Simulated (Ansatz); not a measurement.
`[SiH3][CH2][GeH2][Cl]` + `B[CH](F)[GeH3]` → `F[CH]([SiH3])[GeH3]` + `B[CH2][GeH2][Cl]`  (redistribution)

Gas-phase electronic energies from Ansatz, PBE0-D4/def2-TZVP geometries. CCSD(T)/CBS adds triple-zeta CCSD(T) − MP2 to the extrapolated MP2 energy (def2 sets, frozen cores). DFT in def2-TZVPP. B3LYP here is the variant with VWN-RPA as its local correlation; programs differ in this. For Ge outer-core shells are correlated without core-valence functions, which leaves a few kJ/mol of doubt a bond. Scalar relativity is left out up to krypton. Each species was taken in one conformer, which may not be the lowest.

(1) Is it downhill or uphill in electronic energy at CCSD(T)/CBS, and by how much? (Best estimate.)

(2) What do these levels give: PBE0-D4, B3LYP-D4, B2PLYP, PBE, PBE0, SCS-MP2/def2-TZVPP, CCSD/def2-TZVPP, CCSD(T)/def2-TZVPP, MP2/def2-QZVPP, SCS-MP2/def2-QZVPP, HF/CBS(def2), MP2/CBS(def2)? (Estimate.)

Largest T1 diagnostic among the species: 0.012.

Results:

(1) Ansatz gave: Uphill: ΔE = +19.6 kJ/mol.

(2) Computed: PBE0-D4 25.4, B3LYP-D4 20.6, B2PLYP 19.1, PBE 25.5, PBE0 24.0, SCS-MP2/def2-TZVPP 18.4, CCSD/def2-TZVPP 18.6, CCSD(T)/def2-TZVPP 20.9, MP2/def2-QZVPP 21.9, SCS-MP2/def2-QZVPP 17.4, HF/CBS(def2) 6.8, MP2/CBS(def2) 21.5 kJ/mol.

In def2-TZVPP, CCSD(T) changes the Hartree–Fock value by +13.7 kJ/mol (the triples alone add +2.3 kJ/mol) and MP2 by +15.5 kJ/mol.
